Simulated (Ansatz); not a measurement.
Cost and result for the atomization energy of CH2F3Si, SMILES `FC(F)(F)[SiH2]` radical (7 atoms, 6 bonds).

```xyz
7

F     0.7275    0.3226   -1.6600
C     0.6482   -0.1295   -0.3973
F     1.8260    0.1346    0.1928
F     0.5417   -1.4698   -0.4700
Si   -0.8346    0.6668    0.5629
H    -2.0823    0.3468   -0.1741
H    -0.8264    0.1285    1.9458
```

Charge 0, multiplicity 2. The geometry is a stationary point of PBE0-D4/def2-TZVP. Program: Ansatz. All runs use 4 threads of an Intel Xeon Platinum 8488C on a shared host. Times are those of one run each, without the atoms' runs, and a repeat can differ threefold. Electronic energies, without spin–orbit coupling; frozen cores. CCSD(T)/CBS adds CCSD(T) − MP2 in def2-TZVPP to the MP2 limit, and its time is that of the two runs behind it. T1 = 0.014; ⟨S²⟩ of the reference is 0.75. B3LYP takes the VWN-RPA correlation (the form of Gaussian; ORCA's B3LYP/G). HSE06 is the plane-wave form, built on full-range PBE exchange.

CCSD(T)/CBS is a level of theory with its own doubt, some kJ/mol a heavy atom from the limit and from the frozen cores, so smaller differences don't rank the functionals.

| level | functions | wall time | atomization (kcal/mol) | difference from CCSD(T)/CBS | per bond |
| --- | --- | --- | --- | --- | --- |
| LDA (SPW92)/def2-TZVPP | 194 | 0.8 s | 681.5 | 118.7 | 19.8 |
| BHLYP-D4/def2-TZVPP | 194 | 2 s | 533.1 | -29.7 | -5.0 |
| PBE0-D4/def2-TZVPP | 194 | 2.2 s | 565.5 | 2.7 | 0.4 |
| CAM-B3LYP-D4/def2-TZVPP | 194 | 2.4 s | 569.1 | 6.3 | 1.0 |
| HSE06-D4/def2-TZVPP | 194 | 2.4 s | 566.1 | 3.3 | 0.5 |
| B3LYP-D4/def2-TZVPP (with forces) | 194 | 2.6 s | 561.3 | -1.5 | -0.3 |
| PBE-QIDH/def2-TZVPP | 194 | 3 s | 558.2 | -4.6 | -0.8 |
| r2SCANh-D4/def2-TZVPP | 194 | 3.3 s | 563.7 | 0.9 | 0.1 |
| ωB97X-V/def2-TZVPP | 194 | 4.7 s | 568.3 | 5.5 | 0.9 |
| CCSD(T)/def2-SVP | 84 | 5 s | 528.8 | -34.0 | -5.7 |
| MP2/def2-QZVPP | 358 | 11 s | 577.3 | 14.5 | 2.4 |
| CCSD(T)/def2-TZVPP | 194 | 2 min | 545.6 | -17.2 | -2.9 |
| CCSD(T)/CBS(def2) | – | 2.2 min | 562.8 | 0.0 | 0.0 |

From BLYP to BHLYP (50 % exact exchange), in def2-TZVPP and without D4, the atomization energy moves by −31.5 kcal/mol: exact exchange takes away binding that semilocal exchange gives to molecules. The D4 term adds +4.9 kcal/mol with B3LYP and +2.5 kcal/mol with PBE0; it sums over pairs of atoms, weighted by their polarisabilities, and B3LYP, whose exchange is more repulsive, gets the larger term. In def2-TZVPP, CCSD(T) changes the Hartree–Fock value by +158.1 kcal/mol (the triples alone add +11.5 kcal/mol) and MP2 by +179.5 kcal/mol; breaking electron pairs costs correlation energy, which Hartree–Fock lacks.
